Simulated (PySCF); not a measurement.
I(2+): excitation energy

I(2+) [Kr] 4d10 5s2 5p3 (4S) → I(2+) [Kr] 4d10 5s1 5p4 (4P), as a difference of total energies. Computed with PySCF 2.14 in aug-cc-pVTZ-PP with one added diffuse shell each of d, f type with ECP28MDF (6s5p5d3f, 67 functions), with a scalar-relativistic core potential. Correlated levels: valence: 4s2 4p6 4d10 frozen. The calculations carry no spin-orbit coupling.

```
           method  excitation energy (eV)
              UHF                  11.121
              LDA                  11.725
              PBE                  11.550
             PBE0                  11.489
           r2SCAN                  11.301
             TPSS                  11.419
             PW91                  11.563
            B97-3                  11.552
             BP86                  11.512
    MP2 (valence)                  11.054
SCS-MP2 (valence)                  11.038
```

Task: How much does correlation contribute at MP2 (valence)?

Result: 11.054 − (11.121) = -0.067 eV, measured against UHF.
